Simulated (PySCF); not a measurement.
**Electron correlation in Cl⁺ (chlorine, charge +1)**

[Ne] 3s2 3p4, high-spin 3P determinant. Calculation: PySCF 2.14, in 6-31G* (4s3p1d, 18 functions); the non-relativistic Hamiltonian (point nucleus). Frozen: [Ne]; 6 electrons correlated.

MP2 pair energies summed by pair of shells (mhartree):

```tsv
pair	energy	share (%)
3p-3p	-39.97	47.6
3s-3p	-36.81	43.9
3s-3s	-7.13	8.5
```

Total MP2 correlation energy: -83.91 mhartree.

Same-spin part -20.04 and opposite-spin part -63.87 mhartree; SCS-MP2 scales them by 1/3 and 6/5 to -83.33 mhartree.

```
  level  correlation energy (mhartree)
   CCSD                        -102.63
    (T)                          -1.16
CCSD(T)                        -103.79
```

Diagnostics: T1 = 0.0058, D1 = 0.0189, largest double amplitude 0.049.

Q: Is a single reference adequate?

A: Yes: T1 lies below 0.03 and no double amplitude reaches 0.07.
